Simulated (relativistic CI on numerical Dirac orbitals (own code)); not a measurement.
## Lu²⁺: computed level list

Computed by Dirac-Coulomb-Breit CI, KLI orbitals optimised for each configuration, model QED, valence Slater integrals scaled by 0.85, P86 correlation energy added to each configuration (own radial code, finite nucleus).

Configurations in the expansion (outside the closed core [Xe]): 4f¹⁴6s, 4f¹⁴5d, 4f¹⁴6p, 4f¹⁴6d, 4f¹⁴6f, 4f¹³6s5d, 4f¹⁴7s, 4f¹³6s², 4f¹⁴7p, 4f¹⁴5f, 4f¹⁴8s, 4f¹⁴7d, 4f¹⁴8p, 4f¹⁴5g, 4f¹⁴9s, 4f¹³6s6p, 4f¹⁴8d, 4f¹³6s7p, 4f¹³6s5f. Double excitations out of closed p, d and f shells are left out; levels of such configurations are missing from the list, as are those of other unlisted configurations, and high levels can miss mixing partners.

The lowest level is 4f¹⁴6s ²S1/2, with 100 % of that term; Hund's rules for 4f¹⁴6s give ²S with J = 1/2, in agreement.

```tsv
No.	Configuration	Term	J	E (cm⁻¹)	%	Next component (%)	Landé g	jj configuration (%)
1	4f¹⁴6s	²S	1/2	0.0	100		2.002	6s (100)
2	4f¹⁴5d	²D	3/2	3685.6	100		0.799	5d3/2 (100)
3	4f¹⁴5d	²D	5/2	5797.6	100		1.200	5d5/2 (100)
4	4f¹⁴6p	²P°	1/2	35879.0	98	2 4f¹³6s5d ²P°	0.666	6p1/2 (98)
5	4f¹⁴6p	²P°	3/2	41388.9	98	2 4f¹³6s5d ²P°	1.334	6p3/2 (98)
6	4f¹³6s5d	⁴P°	5/2	62897.7	90	8 ⁴D°	1.575	4f7/2^7 6s 5d3/2 (78)
7	4f¹³6s5d	⁴P°	3/2	66171.0	45	37 ²P°	1.469	4f7/2^7 6s 5d3/2 (75)
8	4f¹³6s5d	²H°	9/2	67050.4	61	37 ⁴H°	0.935	4f7/2^7 6s 5d3/2 (95)
9	4f¹³6s5d	⁴H°	11/2	67567.7	68	29 ²H°	1.123	4f7/2^7 6s 5d3/2 (70)
10	4f¹³6s5d	⁴H°	13/2	68931.8	100		1.230	4f7/2^7 6s 5d5/2 (100)
11	4f¹³6s5d	⁴D°	7/2	69307.9	64	31 ⁴F°	1.349	4f7/2^7 6s 5d3/2 (84)
12	4f¹³6s5d	⁴D°	5/2	70058.4	33	31 ²D°	1.184	4f7/2^7 6s 5d3/2 (66)
13	4f¹³6s5d	²D°	3/2	71116.5	66	15 ⁴P°	0.928	4f7/2^7 6s 5d5/2 (76)
14	4f¹³6s5d	⁴F°	9/2	71143.5	64	27 ⁴G°	1.261	4f7/2^7 6s 5d3/2 (71)
15	4f¹³6s5d	²G°	7/2	71610.0	34	26 ⁴G°	0.975	4f7/2^7 6s 5d3/2 (81)
16	4f¹³6s5d	⁴P°	1/2	71924.5	50	33 ²P°	1.545	4f7/2^7 6s 5d5/2 (64)
17	4f¹³6s5d	²F°	5/2	73226.5	53	17 ²D°	0.974	4f7/2^7 6s 5d5/2 (63)
18	4f¹³6s5d	⁴F°	7/2	73762.6	30	26 ²F°	1.119	4f7/2^7 6s 5d5/2 (90)
19	4f¹³6s5d	²G°	9/2	73777.9	32	28 ⁴F°	1.159	4f7/2^7 6s 5d5/2 (88)
20	4f¹³6s5d	²P°	3/2	73843.3	59	27 ⁴P°	1.381	4f7/2^7 6s 5d5/2 (56)
21	4f¹³6s5d	⁴G°	11/2	74052.1	76	24 ²H°	1.228	4f7/2^7 6s 5d5/2 (87)
22	4f¹³6s5d	²H°	11/2	76427.9	89	9 ⁴G°	1.107	4f7/2^7 6s 5d5/2 (83)
23	4f¹³6s5d	⁴H°	7/2	78247.6	75	20 ²G°	0.728	4f5/2^5 4f7/2^8 6s 5d3/2 (87)
24	4f¹³6s5d	⁴P°	1/2	78549.0	50	35 ²P°	1.567	4f5/2^5 4f7/2^8 6s 5d5/2 (87)
25	4f¹³6s5d	²D°	5/2	78835.4	83	12 ²F°	1.146	4f7/2^7 6s 5d5/2 (81)
26	4f¹³6s5d	⁴H°	9/2	79600.2	51	28 ²H°	0.985	4f5/2^5 4f7/2^8 6s 5d3/2 (70)
27	4f¹³6s5d	²F°	7/2	80430.2	84	11 ²G°	1.120	4f7/2^7 6s 5d5/2 (73)
28	4f¹³6s5d	⁴F°	3/2	80737.4	33	31 ²D°	0.843	4f5/2^5 4f7/2^8 6s 5d3/2 (74)
29	4f¹³6s5d	²D°	5/2	80792.8	55	20 ⁴D°	1.203	4f5/2^5 4f7/2^8 6s 5d3/2 (78)
30	4f¹³6s5d	²G°	9/2	81401.5	82	16 ²H°	1.078	4f7/2^7 6s 5d5/2 (73)
31	4f¹³6s5d	²H°	11/2	82205.2	57	30 ⁴H°	1.127	4f5/2^5 4f7/2^8 6s 5d5/2 (98)
32	4f¹³6s5d	⁴D°	1/2	82487.9	68	32 ²P°	0.211	4f5/2^5 4f7/2^8 6s 5d5/2 (80)
33	4f¹³6s5d	⁴F°	3/2	82531.8	51	41 ⁴D°	0.809	4f5/2^5 4f7/2^8 6s 5d5/2 (72)
34	4f¹⁴7s	²S	1/2	82740.8	100		2.002	7s (100)
35	4f¹³6s5d	²F°	5/2	83581.3	32	31 ⁴G°	0.897	4f5/2^5 4f7/2^8 6s 5d3/2 (60)
36	4f¹³6s5d	⁴G°	5/2	84295.8	56	30 ⁴F°	0.805	4f5/2^5 4f7/2^8 6s 5d5/2 (62)
37	4f¹³6s5d	²F°	7/2	84365.3	49	30 ⁴G°	1.078	4f5/2^5 4f7/2^8 6s 5d3/2 (74)
38	4f¹³6s5d	⁴G°	7/2	85614.1	36	29 ⁴F°	1.092	4f5/2^5 4f7/2^8 6s 5d5/2 (93)
39	4f¹³6s5d	²G°	9/2	86173.9	48	38 ⁴G°	1.135	4f5/2^5 4f7/2^8 6s 5d5/2 (88)
40	4f¹³6s²	²F°	7/2	86829.1	96	3 4f¹³6s5d ²F°	1.143	4f7/2^7 (96)
41	4f¹⁴6d	²D	3/2	87532.9	100		0.799	6d3/2 (100)
42	4f¹⁴6d	²D	5/2	88269.8	100		1.200	6d5/2 (100)
43	4f¹³6s5d	²D°	3/2	88737.5	67	25 ²P°	0.951	4f5/2^5 4f7/2^8 6s 5d5/2 (71)
44	4f¹³6s5d	²H°	9/2	88784.7	76	21 ²G°	0.956	4f5/2^5 4f7/2^8 6s 5d5/2 (82)
45	4f¹³6s5d	²P°	3/2	91506.3	60	23 ²D°	1.209	4f5/2^5 4f7/2^8 6s 5d3/2 (53)
```

Energies count from the lowest computed level; ° marks odd parity. Filled j subshells are mostly left out of the jj labels.

The mean weight of the leading LS term, summed over parents, in these 45 levels is 67 %, and that of the leading jj configuration (from the same eigenvectors) 82 %, so jj coupling describes them better and the LS labels are nominal.

Correlation outside the listed configurations is missing or only estimated: errors of thousands of cm⁻¹ between configurations and terms are usual at this charge. Rates and lifetimes follow the computed energies and can be off by large factors. The fine structure of a lone outer electron comes out too small, for d and f at times inverted, and misplaced configurations move strength between like terms. 14 of the 14 excited levels that our extract of the measured tables holds in this range could be paired (the sources list more); they are missed by 4127 cm⁻¹ on average and 5148 at most, and levels without a partner can miss by more.

LS names give the leading component of a level, which can be under half, so a name can repeat, a term be missing and a line seem to break the LS rules.
